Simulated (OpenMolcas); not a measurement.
A run on Re5+ with 6 ligands (fluoride) in octahedral coordination (Oh) at 1.89 Å. A charge of +0.167 e stands 2.6 Å behind each ligand. Ligand basis ANO-RCC-VDZP.
```
Re    0.0000    0.0000    0.0000
F     1.8900    0.0000    0.0000
F     0.0000    1.8900    0.0000
F    -1.8900    0.0000    0.0000
F     0.0000   -1.8900    0.0000
F     0.0000    0.0000    1.8900
F     0.0000    0.0000   -1.8900
```

```json
{
 "Program": "OpenMolcas",
 "Method": "CASSCF",
 "Basis": "ANO-RCC-VTZP [8s7p5d3f2g1h]",
 "Scalar Hamiltonian": "DKH2, point nucleus",
 "Active space": "2 electrons in 5 orbitals (5d)",
 "State averaging": "2S+1 = 3 even, 10 roots; 2S+1 = 1 even, 15 roots",
 "Spin-orbit coupling": "state interaction with AMFI integrals over the reference wave functions"
}
```

188 basis functions. Blocks (2S+1, parity, CSFs, roots kept): 3, even, 10, 10; 1, even, 15, 15.

Question: How long do the RASSCF and RASSI steps take on 1 thread of AMD EPYC 7R13 Processor (Zen 3), on a shared host?

Answer: About 58 s of wall time, without the integral step.
